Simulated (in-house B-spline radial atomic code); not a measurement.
Ionisation energies along the 3-electron series, configuration [He] 2s1, as differences of self-consistent energies. NIST's values go from ground level to ground level; the uncertainty of those that are theory runs from under 0.1 % in few-electron ions to several per cent in heavy many-electron ones. Computed with an all-electron radial atomic-structure program (B-spline basis): non-relativistic Hartree-Fock, average of the configuration, point nuclei.

This level leaves out relativity, spin-orbit splitting included, which matters for heavy ions.

```tsv
ion	configuration after	ionisation energy (eV)	IE/(q+1)² (eV)	-ε less Coulomb ΔSCF (eV)	tabulated value (eV)	tabulated kind	computed minus tabulated (eV)
Tc40+	1s2	5830.4	3.4684	0.01066	6008.391	tabulated theory	-178
Ru41+	1s2	?	?	?	?	tabulated theory	?
Rh42+	1s2	6407.4	3.4653	0.010722	6623.262	tabulated theory	-216
Pd43+	1s2	?	?	?	?	tabulated theory	?
Ag44+	1s2	7011.6	3.4625	0.01078	7271.298	tabulated theory	-260
Cd45+	1s2	7323.9	3.4612	0.010807	7607.95	tabulated theory	-284
In46+	1s2	?	?	?	?	tabulated theory	?
Sn47+	1s2	7969.0	3.4588	0.010858	8306.95	tabulated theory	-338
Sb48+	1s2	8301.7	3.4576	0.010882	8669.48	tabulated theory	-368
Te49+	1s2	8641.2	3.4565	0.010905	9040.83	tabulated theory	-400
```

Q: Fill in the row of Ru41+.

A: ionisation energy (eV): 6115.5; IE/(q+1)² (eV): 3.4668; -ε less Coulomb ΔSCF (eV): 0.010692; tabulated value (eV): 6311.721; computed minus tabulated (eV): -196.

Q: Fill in the row of Pd43+.

A: ionisation energy (eV): 6706.1; IE/(q+1)² (eV): 3.4639; -ε less Coulomb ΔSCF (eV): 0.010752; tabulated value (eV): 6943.097; computed minus tabulated (eV): -237.

Q: Fill in the row of In46+.

A: ionisation energy (eV): 7643.1; IE/(q+1)² (eV): 3.46; -ε less Coulomb ΔSCF (eV): 0.010833; tabulated value (eV): 7953.14; computed minus tabulated (eV): -310.
